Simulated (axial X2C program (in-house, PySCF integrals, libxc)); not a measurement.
# Potential curves of CSe⁻, 2c

Computed with an in-house all-electron X2C program for linear molecules (integrals from PySCF). Two-component (2c) means X2C with spin–orbit coupling and atomic mean-field two-electron Coulomb and Gaunt terms. Basis: Se dyall-acv3z [9s10p7d5f1g], C dyall-av3z [8s7p3d2f] (cores contracted in-house); Gaussian nuclei, density fitting, unrestricted open shells. Masses: Se 79.917 u, C 12.000 u.

State: Ω = 1/2 (⟨Sz⟩ = -0.50, ⟨Lz⟩ = 1.00 at HF). Energies in eV from the fragments at the same level (Se- + C). Fits are polynomials in 1 − R0/R over 0.85 to 1.23 times the lowest point R0.

| R (Å) | CCSD | HF |
| --- | --- | --- |
| 1.5442 |  | -1.0301 |
| 1.6153 | -3.6204 | -1.6703 |
| 1.6685 | -3.8918 | -1.9522 |
| 1.7217 | -4.0363 | -2.1064 |
| 1.7750 | -4.0828 | -2.1615 |
| 1.8371 | -4.0425 | -2.1300 |
| 1.8993 | -3.9281 | -2.0219 |
| 1.9791 | -3.7067 | -1.8049 |

Correlated methods: 11 electrons correlated (number of frozen shells: Se 3 s, 2 p, 1 d; C 1 s), 247 virtual spin orbitals or spinors in MP2, 90 natural virtuals in coupled cluster.

The state is one determinant whose occupation by symmetry is held fixed; it was picked as the lowest of a PBE0 search that is not exhaustive. Dissociation energies refer to the lowest single-determinant-based atoms at the same level and basis. CCSD ran in a truncated set of natural virtual spinors with an MP2 remainder; without triples it tends to underbind. The 2c atoms are single determinants rather than J levels; their spin–orbit lowering is only partly caught, and De is too large by that part. This holds for CCSD. Some points did not converge and are left out. Hartree–Fock gets electron affinities wrong, so its lowest charge split need not be the true one. Coupled cluster ran on the points near the minimum only. MP2 and coupled cluster on one determinant become unreliable at the stretched end.

Problem. What are Re, ωe and De at the CCSD level?

Solution. At CCSD, 2c: Re = 1.779 Å, ωe ≈ 823 cm⁻¹, De = 4.08 eV to Se- + C; Be follows as 0.511 cm⁻¹.

Problem. What are Re, ωe and De at the HF level?

Solution. At HF, 2c: Re = 1.784 Å, ωe ≈ 818 cm⁻¹, De = 2.16 eV to Se- + C; Be follows as 0.507 cm⁻¹.
